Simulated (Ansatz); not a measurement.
Isolated molecules relaxed with PBE0-D4/def2-TZVP in Ansatz; ΔE leaves out vibrations. CCSD(T)/CBS is the MP2 limit (def2-TZVPP, def2-QZVPP) plus CCSD(T) − MP2 in def2-TZVPP, frozen cores. This one scheme is used for every species. Open shells (•) are unrestricted, without spin–orbit coupling. One conformer a species, not always the lowest.

`NB(N)O` → `N[B]N`• + `[OH]`•  (homolysis of the B–O bond)

| species | CCSD/def2-SVP energy (Eh) |
| --- | --- |
| `NB(N)O` | -211.98111 |
| `N[B]N`• | -136.26814 |
| `[OH]`• | -75.48842 |

**Question.** Work out ΔE.

**Answer.** ΔE = (-136.26814) + (-75.48842) − (-211.98111) = 0.22455 Eh = +589.6 kJ/mol. CCSD(T)/CBS gives +618.7 kJ/mol.

Largest T1 diagnostic among the species: 0.012.

Leaving LDA and LC-ωPBE aside and taking each functional with its dispersion term where it has one, the values, not all of them listed here, spread over 38.5 kJ/mol, from r2SCAN0-D4 to ωB97M-V. LDA lies +93.5 kJ/mol from PBE without D4, its usual overbinding. From PBE to PBE0 (25 % exact exchange), in def2-TZVPP and without D4, ΔE moves by −5.9 kJ/mol: exact exchange takes away binding that semilocal exchange gives to molecules.
